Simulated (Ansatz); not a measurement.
A nudged elastic band was laid between two geometries of C3H9NSi (14 atoms, charge 0, multiplicity 1).

These are results of Ansatz, RKS PBE-D4/def2-SVP, not measurements.

| Quantity | Value |
| --- | --- |
| movable images | 5 |
| climbing image | yes |
| spring | 5.0 eV/Å² |
| optimiser | quadratic models (default) |
| start path | IDPP |
| force threshold | 0.05 eV/Å |
| iteration limit | 60 |
| end points | relaxed |

Image 0:

```xyz
14
Properties=species:S:1:pos:R:3
C -1.195 1.327 0.934
Si 0.576 0.665 0.908
C 0.661 -1.077 0.119
C 0.107 -1.098 -1.271
N 0.865 -1.088 -2.306
H -1.597 1.432 -0.094
H -1.233 2.325 1.416
H -1.867 0.650 1.500
H 1.466 1.592 0.124
H 1.110 0.565 2.315
H 1.726 -1.388 0.098
H 0.094 -1.766 0.782
H -1.012 -1.093 -1.332
H 0.286 -1.076 -3.163
```

Image 6:

```xyz
14
Properties=species:S:1:pos:R:3
C -1.144 1.017 1.878
Si 0.057 0.864 0.427
C -0.146 -0.834 -0.432
C 0.737 -0.970 -1.632
N 1.816 -1.662 -1.606
H -2.195 0.932 1.534
H -1.028 1.997 2.384
H -0.961 0.221 2.627
H -0.209 1.953 -0.583
H 1.480 1.001 0.897
H 0.105 -1.626 0.304
H -1.217 -0.928 -0.717
H 0.397 -0.396 -2.531
H 2.293 -1.598 -2.522
```

Question: Which bonds break or form, and what moves?

Answer: No bond is made or broken. The dihedral H10–Si2–C3–H12 goes from 56 to 177°.

Question: Give the energies along the band, and the barrier.

Answer: The run converged. The highest image is number 3 of 0 to 6, 0.068 eV above the first end and 0.073 eV above the last; the last end lies 0.005 eV below the first. A vibrational analysis at the climbing image gives one clearly imaginary mode, 66i cm⁻¹: a first-order saddle point.

```tsv
image	path coordinate (Å)	energy (eV)	dihedral H10–Si2–C3–H12 (°)
0	0.00	0.000	56
1	1.00	0.016	74
2	1.99	0.050	94
3	2.99	0.068	115
4	3.99	0.048	137
5	4.99	0.012	158
6	5.99	-0.005	177
```

Question: What is the geometry of the highest image?

Answer: 
```xyz
14
Properties=species:S:1:pos:R:3
C -1.283 1.208 1.501
Si 0.361 0.751 0.685
C 0.290 -1.016 -0.072
C 0.438 -1.015 -1.562
N 1.513 -1.411 -2.137
H -2.108 1.198 0.760
H -1.236 2.223 1.945
H -1.537 0.492 2.308
H 0.684 1.746 -0.400
H 1.471 0.801 1.702
H 1.105 -1.626 0.367
H -0.687 -1.461 0.220
H -0.445 -0.618 -2.125
H 1.422 -1.301 -3.162
```

Question: What are the harmonic wavenumbers there?

Answer: 66i, 78, 167, 193, 230, 425, 465, 597, 640, 676, 685, 786, 821, 856, 874, 916, 987, 1065, 1080, 1123, 1217, 1230, 1352, 1381, 1385, 1387, 1686, 2152, 2158, 2898, 2976, 2980, 3058, 3075, 3079, 3363 cm⁻¹.

Time of the run: 43 s on 2 threads of INTEL(R) XEON(R) PLATINUM 8581C CPU @ 2.10GHz (Emerald Rapids), with other jobs on the host, peak memory 0.18 GiB.
